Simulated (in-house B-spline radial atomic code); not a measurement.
The numbers below are computed, except where a source is named.
What the choice of pseudopotential does to G0W0 on PBE: Ge²⁺

All numbers come from an all-electron radial atomic-structure program (B-spline basis), non-relativistic, configuration [Ar] 3d10 4s2, open shells at high spin. Semilocal Troullier-Martins pseudo-atoms, one channel per l, are made with PBE or LDA for several valence sets and radii, with or without a model core, and set against the all-electron atom. One channel fits only the lowest state of its l, so a second state of that l is approximate. All electrons give 4s: PBE -28.784 eV, G0W0 -33.99 eV, 3d: PBE -49.98 eV, G0W0 -60.48 eV. Potentials are made in the ion's own configuration unless the neutral atom is named, and a smooth local potential serves every l without a channel. Potentials that miss their own reference levels by more than 6 millihartree, or need radii over 3.5 bohr, are left out. Columns give pseudo minus all-electron, in eV; a dash marks a level in the core or of low weight.

```
    valence          made with          radii (bohr)  model core (bohr)  4s PBE  4s G0W0  3d PBE  3d G0W0
         4s  PBE, neutral atom         s 1.42 p 1.78               none   -0.01    +0.12       -        -
         4s                PBE         s 1.97 p 2.27               none    0.00    +0.18       -        -
         4s                PBE         s 2.23 p 2.56               none    0.00    +0.16       -        -
         4s  PBE, neutral atom         s 1.60 p 2.00               1.43   -0.09    +0.07       -        -
         4s                PBE         s 1.97 p 2.27               1.46    0.00    +0.18       -        -
         4s                PBE         s 2.23 p 2.56               1.46    0.00    +0.16       -        -
      3d 4s                PBE  s 1.54 p 1.77 d 1.36               none    0.00    -0.49    0.00    +6.12
      3d 4s  PBE, neutral atom  s 2.04 p 2.55 d 1.74               0.31   -0.01    -0.66   +0.09    +5.91
      3d 4s  PBE, neutral atom  s 2.31 p 2.89 d 1.96               0.31   -0.02    -0.81   +0.09    +5.89
   3p 3d 4s  PBE, neutral atom  s 1.78 p 0.55 d 1.51               none   -0.02    -1.31   -0.11    +1.59
   3p 3d 4s  PBE, neutral atom  s 1.42 p 0.44 d 1.21               0.29   -0.04    -1.36   -0.12    +1.71
   3p 3d 4s  PBE, neutral atom  s 1.60 p 0.49 d 1.36               0.29   -0.03    -1.27   -0.12    +1.60
3s 3p 3d 4s  PBE, neutral atom  s 0.49 p 0.49 d 1.36               none   -0.23    -0.33   -0.09    +0.15
3s 3p 3d 4s  PBE, neutral atom  s 0.49 p 0.49 d 1.36               0.29   -0.23    -0.33   -0.09    +0.15
```

Question: How does the G0W0 shift of 4s, which all sets hold, depend on the valence set?

Answer: Mean size: 4s: 0.15 eV; 3s 3p 3d 4s: 0.33 eV; 3d 4s: 0.65 eV; 3p 3d 4s: 1.32 eV. A larger valence set can do worse when it takes only part of a shell, whose exchange with the frozen rest is then left to the functional. The means mix radii and the functional used in making the potentials.
